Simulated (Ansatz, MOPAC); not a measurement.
Potential energy surface of H3 (cation, charge +1), singlet: symmetric bend, bond length relaxed. Scanned: H-H-H angle. Other coordinates (H-H bond length) were minimised at PBE0/def2-TZVP. Each profile is relative to its own lowest point.

```json
[
 {"a / °": "180", "A": "179.2", "B": "159.4", "C": "87.4"},
 {"a / °": "168.04", "A": "177.0", "B": "157.5", "C": "86.5"},
 {"a / °": "158.77", "A": "172.3", "B": "153.4", "C": "84.7"},
 {"a / °": "148.45", "A": "163.8", "B": "146.1", "C": "81.4"},
 {"a / °": "137.65", "A": "151.1", "B": "135.2", "C": "76.5"},
 {"a / °": "130.19", "A": "140.1", "B": "125.7", "C": "72.2"},
 {"a / °": "120.53", "A": "123.1", "B": "110.9", "C": "65.3"},
 {"a / °": "109.46", "A": "100.1", "B": "90.6", "C": "55.3"},
 {"a / °": "100.14", "A": "78.2", "B": "71.1", "C": "44.9"},
 {"a / °": "90.83", "A": "55.0", "B": "50.3", "C": "32.9"},
 {"a / °": "80.88", "A": "30.7", "B": "28.2", "C": "19.1"},
 {"a / °": "68.63", "A": "6.7", "B": "6.2", "C": "4.4"},
 {"a / °": "60", "A": "0.0", "B": "0.0", "C": "0.0"}
]
```

Energies in kJ/mol.

### Question
Assign the columns to these levels of theory: AM1, restricted, heats of formation run with MOPAC; MP2 on RHF/cc-pVTZ, frozen core (Ansatz, a program for electronic structure); restricted PBE/cc-pVTZ run with Ansatz.

### Answer
A is MP2/cc-pVTZ; B is RKS-PBE/cc-pVTZ; C is AM1.
